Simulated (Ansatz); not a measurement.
`C1O[CH2][AlH][O]1` → `C=C[O][AlH][OH]`  (isomerisation)

Program: Ansatz. Geometries: PBE0-D4/def2-TZVP. ΔE: electronic, gas phase. CBS: MP2 limit from def2 TZ/QZ plus the TZ coupled-cluster correction, frozen cores. Functionals use def2-TZVPP. B3LYP here is the variant with VWN-RPA as its local correlation; programs differ in this. One conformer a species, not always the lowest.

```csv
level,ΔE (kcal/mol),difference from CCSD(T)/CBS
PBE-D4,-40.5,5.4
r2SCAN-D4,-43.6,2.3
PBE0-D4,-40.4,5.5
B3LYP-D4,-46.2,-0.3
ωB97X-V,-40.6,5.3
ωB97M-V,-43.3,2.6
B2PLYP,-46.8,-0.9
PBE,-41.0,4.9
r2SCAN,-43.7,2.2
PBE0,-40.8,5.1
B3LYP,-47.0,-1.1
HF/def2-TZVPP,-50.0,-4.1
MP2/def2-TZVPP,-46.1,-0.2
SCS-MP2/def2-TZVPP,-46.3,-0.4
CCSD/def2-TZVPP,-45.5,0.4
CCSD(T)/def2-TZVPP,-45.0,0.9
HF/def2-QZVPP,-50.4,-4.5
MP2/def2-QZVPP,-46.8,-0.9
SCS-MP2/def2-QZVPP,-47.0,-1.1
HF/CBS(def2),-50.4,-4.5
MP2/CBS(def2),-47.1,-1.2
CCSD/CBS(def2),-46.4,-0.5
CCSD(T)/CBS,-45.9,0
```

Largest T1 diagnostic among the species: 0.014.

The D4 term adds +0.8 kcal/mol with B3LYP and +0.4 kcal/mol with PBE0; it sums over pairs of atoms, weighted by their polarisabilities, and B3LYP, whose exchange is more repulsive, gets the larger term. In def2-TZVPP, CCSD(T) changes the Hartree–Fock value by +5.0 kcal/mol (the triples alone add +0.5 kcal/mol) and MP2 by +3.8 kcal/mol.
